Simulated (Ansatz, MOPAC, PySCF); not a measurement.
Noncovalent pair: CH3F (SMILES CF) (first 5 atoms) with C2H6 (SMILES CC); geometry from B3LYP-D3(BJ)/def2-TZVP, rigid monomers moved along the line of their centres of mass till F2···H12 is 3.12 Å.
(charge 0, multiplicity 1):
```json
[
 {"atom": "C", "x (Å)": "-0.5235", "y (Å)": "0.4905", "z (Å)": "0.5044"},
 {"atom": "F", "x (Å)": "-0.4228", "y (Å)": "-0.8457", "z (Å)": "0.8749"},
 {"atom": "H", "x (Å)": "0.2810", "y (Å)": "1.0489", "z (Å)": "0.9841"},
 {"atom": "H", "x (Å)": "-0.4358", "y (Å)": "0.5598", "z (Å)": "-0.5804"},
 {"atom": "H", "x (Å)": "-1.4908", "y (Å)": "0.8732", "z (Å)": "0.8307"},
 {"atom": "C", "x (Å)": "-0.5653", "y (Å)": "0.3520", "z (Å)": "4.5280"},
 {"atom": "C", "x (Å)": "0.8496", "y (Å)": "-0.2189", "z (Å)": "4.5102"},
 {"atom": "H", "x (Å)": "-0.9401", "y (Å)": "0.4571", "z (Å)": "5.5481"},
 {"atom": "H", "x (Å)": "-1.2546", "y (Å)": "-0.2946", "z (Å)": "3.9829"},
 {"atom": "H", "x (Å)": "-0.6014", "y (Å)": "1.3403", "z (Å)": "4.0638"},
 {"atom": "H", "x (Å)": "1.5513", "y (Å)": "0.4372", "z (Å)": "5.0296"},
 {"atom": "H", "x (Å)": "1.2067", "y (Å)": "-0.3549", "z (Å)": "3.4882"},
 {"atom": "H", "x (Å)": "0.8867", "y (Å)": "-1.1946", "z (Å)": "4.9986"}
]
```

Counterpoise-corrected where a basis set is named; no monomer relaxation. Rows marked so take none.

Cores are frozen in the correlated methods. Rows in 6-31G*, STO-3G carry no dispersion term and start afresh at each structure (6-31G* with six Cartesian d functions). MP2/6-31G* freezes PySCF's default core. The state that AM1, PM3, PM7 reach isn't checked; PM7 holds dispersion and hydrogen-bond terms.

Programs: Ansatz (Gaussian basis) for Hartree–Fock, density functionals and correlated methods; MOPAC for AM1, PM3, PM7 (differences of heats of formation); PySCF for 6-31G* rows, STO-3G rows, the dispersion terms. 

Other levels give for the interaction energy: PBE/def2-TZVPPD -17.5; B3LYP/def2-TZVPPD 6.2; B3LYP-D3(BJ)/def2-TZVPPD -37.2; wB97M-V/def2-TZVPPD -37.9; CCSD(T)/aug-cc-pVDZ -35.2 meV.

Q: What do these common cheap choices give for the same quantity: AM1, PM3, PM7, HF/STO-3G (no counterpoise), HF/6-31G*, B3LYP/6-31G*, M06-2X/6-31G* (no counterpoise), MP2/6-31G*?

A: AM1 9.8; PM3 -10.0; PM7 -30.6; HF/STO-3G (no counterpoise) 1.6; HF/6-31G* 4.5; B3LYP/6-31G* 5.7; M06-2X/6-31G* (no counterpoise) -59.6; MP2/6-31G* -13.9 meV. They span -59.6 to 9.8 meV.

Ansatz is an electronic-structure program.
